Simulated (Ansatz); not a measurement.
Molecule: C₅H₁₁O, net charge 0, doublet state. It need not be the lowest isomer of its formula. 
Coordinates optimised at B3LYP-D3(BJ)/def2-TZVP (Ansatz, a first-principles code):
SMILES: [CH2][C@H](O)CCC
```xyz
17

C     -2.6721    -0.6243    -0.3515
C     -1.4561     0.0546     0.2723
C     -0.1870    -0.1534    -0.5516
C      1.0518     0.5132     0.0592
C      2.2558     0.3732    -0.7955
O      1.2539    -0.0978     1.3422
H     -2.5196    -1.7031    -0.4338
H     -3.5695    -0.4610     0.2481
H     -2.8686    -0.2414    -1.3563
H     -1.2916    -0.3264     1.2813
H     -1.6453     1.1286     0.3728
H     -0.3294     0.2458    -1.5600
H      0.0225    -1.2221    -0.6574
H      0.8251     1.5811     0.1956
H      2.5144     1.1286    -1.5246
H      2.7944    -0.5658    -0.8024
H      2.0817     0.2385     1.7025
```
Charge 0, spin multiplicity 2.

Quantity: atomisation energy (electronic, to ground-state atoms), in eV. Valence correlation only, unless marked. UHF or UKS for open shells. No spin-orbit coupling. Non-relativistic. The coupled-cluster limit lacks core correlation, which all-electron functionals hold. CBS(X,Y): correlation extrapolated as X^-3; Hartree-Fock from the larger set. [CCSD(T)-MP2]/basis is that difference in the basis named.

```csv
level,program,atomisation energy (eV)
HF/cc-pVDZ,Ansatz,50.62
SVWN5/def2-TZVPD,Ansatz,78.50
BLYP-D4/def2-TZVPD,Ansatz + dftd4,68.52
B3LYP-D3(BJ)/def2-TZVPD,Ansatz + dftd3,68.88
PBE0/6-31G*,Ansatz,69.08
LC-wPBE/def2-TZVPD,Ansatz,68.82
B2PLYP/def2-TZVPD,Ansatz,67.91
RPA@PBE/cc-pVQZ,Ansatz,65.21
MP2/STO-3G,Ansatz,68.66
MP2/cc-pVTZ,Ansatz,68.00
SCS-MP2/cc-pVTZ,Ansatz,67.73
CCSD/STO-3G,Ansatz,69.76
CCSD/cc-pVTZ,Ansatz,66.42
CCSD(T)/cc-pVDZ,Ansatz,64.04
"RI-MP2/CBS(cc-pVTZ,cc-pVQZ)+[CCSD(T)-MP2]/cc-pVTZ",Ansatz,68.85
```
